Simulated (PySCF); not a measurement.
H3Si2, doublet, at a GFN2-xTB geometry. Base run: PBE0/cc-pVDZ in PySCF.

The PySCF input:
```python
from pyscf import gto, scf, dft

mol = gto.M(
    atom='''
Si    1.02285006   -0.59715591    0.02160438
Si   -0.90257877    0.47114667   -0.01698289
H     2.02777054    0.52857146   -0.02104512
H    -1.68847796    1.72855621   -0.06337080
H    -2.02309056   -0.49299837    0.01971513
''',
    basis='cc-pvdz',
    spin=1,
    verbose=4,
)

mf = dft.UKS(mol)
mf.xc = 'pbe0'
mf.kernel()
```

Each row names what was changed in the base input (with any setting that the change needs).

```json
[
 {"change": "base", "ΔE vs base (mEh)": "0.000", "fitting functions": "-", "dipole (D)": "1.23"},
 {"change": "auxbasis = even-tempered beta=2.0", "ΔE vs base (mEh)": "-0.012", "fitting functions": "418", "dipole (D)": "1.23"},
 {"change": "auxbasis = cc-pvtz-ri", "ΔE vs base (mEh)": "-18.816", "fitting functions": "334", "dipole (D)": "1.23"},
 {"change": "auxbasis = default (with mf = mf.density_fit())", "ΔE vs base (mEh)": "0.005", "fitting functions": "293", "dipole (D)": "1.23"},
 {"change": "exchange = seminumerical (SGX) (with mf = sgx.sgx_fit(mf, auxbasis='def2-universal-jfit'); with mf.with_df.dfj = True)", "ΔE vs base (mEh)": "-0.369", "fitting functions": "135", "dipole (D)": "1.24"},
 {"change": "auxbasis = autoaux", "ΔE vs base (mEh)": "-0.007", "fitting functions": "409", "dipole (D)": "1.23"},
 {"change": "auxbasis = cc-pvtz-jkfit", "ΔE vs base (mEh)": "-0.006", "fitting functions": "332", "dipole (D)": "1.23"},
 {"change": "auxbasis = even-tempered beta=1.6", "ΔE vs base (mEh)": "0.000", "fitting functions": "640", "dipole (D)": "1.23"},
 {"change": "auxbasis = def2-svp-ri", "ΔE vs base (mEh)": "-553.2", "fitting functions": "166", "dipole (D)": "1.22"},
 {"change": "auxbasis = def2-universal-jfit", "ΔE vs base (mEh)": "904.8", "fitting functions": "135", "dipole (D)": "1.21"}
]
```

A fitting set is made for a task (jfit for Coulomb, jkfit for Coulomb and exchange, ri for correlation) and for a family of orbital bases.

Open shells are given as the SCF converged; they aren't shown to be the lowest states, and a large step between rows can be another state.
